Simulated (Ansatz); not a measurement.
F2In (SMILES [F][In+][F]), charge +1, singlet, at a GFN2-xTB geometry (such geometries of metal compounds can be far from the true shape) (core potentials on In); R2SCAN/def2-SVP (Ansatz, a first-principles code).

Input for Ansatz:
Ansatz 0.2 input:
```yaml
crystal:
  periodic: [false, false, false]
  atoms:
    - {symbol: In, position_ang: [0.00000000, 0.00000000, 0.00000000]}
    - {symbol: F, position_ang: [0.00000000, 0.00000000, 2.02781766]}
    - {symbol: F, position_ang: [-0.00000000, -0.00000000, -2.02781766]}
basis:
  gaussian:
    orbitals: def2-SVP
hamiltonian:
  xc: r2scan
total_charge: 1
```

It wrote (shortened):

```
Functional definition: r2SCAN
612 factors; their error is unknown
mean field evaluation 1: about -10570.4369 eV, gradient 1.1e2 eV
mean field evaluation 2: about -10322.4040 eV, gradient 3.1e2 eV
mean field evaluation 4: about -10593.4776 eV, gradient 1.4e1 eV
mean field evaluation 8: about -10593.9113 eV, gradient 8.7e-2 eV
mean field evaluation 16: about -10593.8927 eV, gradient 3.1e-5 eV
mean field -10593.89265544 eV, -389.3183742891 hartree, gradient 2.9e-5 eV, S^2 0.000000; 0 other end points of the search recorded, 0 dependent functions left out
reference -10593.89267115 eV, -389.3183748665 hartree; 19, 19 occupied and 35, 35 virtual orbitals, 612 factors
Total energy: -10593.89267115 eV, -389.3183748665 hartree
```
